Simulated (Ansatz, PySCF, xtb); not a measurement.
Energy landscape of H3Al, singlet: umbrella (inversion) coordinate, bond length relaxed. Scanned: angle between the Al-H bonds and the threefold axis (90 = planar). Other coordinates (Al-H bond length) were minimised at PBE0/def2-TZVP.

- RHF/cc-pVTZ (PySCF)
- RKS-PBE/cc-pVTZ = restricted PBE/cc-pVTZ in Ansatz (a quantum-chemistry and plane-wave program)
- GFN1-xTB (xtb)

Energies in eV, each method relative to its own lowest point.

```
a / °    RHF  RKS-PBE/cc-pVTZ  GFN1-xTB
-----  -----  ---------------  --------
90     0.000            0.000     0.000
93     0.020            0.016     0.012
96     0.079            0.065         ?
99     0.177            0.147     0.115
102    0.316            0.262     0.206
105    0.496                ?         ?
108    0.718            0.595     0.475
111    0.983            0.813     0.657
114    1.293            1.069     0.875
117    1.650            1.363     1.133
120        ?            1.697         ?
123    2.512            2.073     1.790
126    3.022            2.494     2.203
129    3.589            2.963     2.686
132    4.217            3.481     3.252
```

### Question
Complete the blanks.

### Answer

- 96, GFN1-xTB: 0.051
- 105, RKS-PBE/cc-pVTZ: 0.411
- 105, GFN1-xTB: 0.325
- 120, RHF: 2.055
- 120, GFN1-xTB: 1.436
